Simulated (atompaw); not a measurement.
**Scattering properties, PAW (atompaw) potential for cobalt (Co)**

* Element: cobalt (Co)
* Generator: atompaw 4.2.0.5
* Type: PAW
* Functional: PBE
* Relativity: scalar-relativistic
* Frozen core: [Ar]
* Valence charge: 9
* Reference configuration: 3d7 4s2 4p0
* Partial waves: 4s (bound): rc 3.00 bohr; 4s channel at 2.1 Ry: rc 2.40 bohr; 4p (bound, empty): rc 3.00 bohr; 4p channel at 0.25 Ry: rc 3.00 bohr; 3d (bound): rc 1.55 bohr; 3d channel at 2.45 Ry: rc 1.55 bohr
* Local potential: troulliermartins scheme with l = 3 at 0 Ry, radius 3.00 bohr
* Core correction: smooth core density matched at 2.85 bohr
* Augmentation charge: sinc compensation charge, radius 2.40 bohr; PAW radius 3.00 bohr; waves and projectors: custom rrkj gramschmidtortho

The phase is arctan(r·u′/u) with u = r·R(r), unwrapped; energies in Ry, scanned from -3 to 5 Ry. A pole is an energy at which the radial function vanishes at the test radius. The pseudo phase is shifted by a multiple of π to meet the all-electron one at the reference energy, and phase errors are pseudo minus all-electron; the curves can meet again beyond the range given. Levels narrower than the energy grid can be missing from the lists of poles.

| channel | radius (bohr) | reference energy (Ry) | poles, all-electron | poles, pseudo | unbroken range about the reference energy with phases within 0.05 rad | phase error 1 Ry above the reference energy (rad) |
| --- | --- | --- | --- | --- | --- | --- |
| s | 3.02 | -0.40 | 0.52 | 0.51 | the whole range | -0.000 |
| p | 3.02 | -0.09 | 1.34 | 1.33 | below 2.9 | -0.000 |
| d | 3.02 | -0.60 | -0.55, 2.84 | -0.55, 2.84 | below 4.8 | -0.001 |

Phases in the p channel:

```
E (Ry)  all-electron  pseudo
 -3.00         1.367   1.367
 -2.52         1.345   1.345
 -2.04         1.315   1.315
 -1.56         1.268   1.268
 -1.08         1.187   1.186
 -0.60         0.997   0.997
 -0.12         0.249   0.249
  0.36        -1.088  -1.088
  0.84        -1.436  -1.436
  1.32        -1.567  -1.568
  1.80        -1.651  -1.653
  2.28        -1.730  -1.738
  2.76        -1.839  -1.869
  3.24        -2.068  -2.254
  3.72        -2.925  -3.865
  4.20        -4.121  -4.453
  4.68        -4.436  -4.608
```
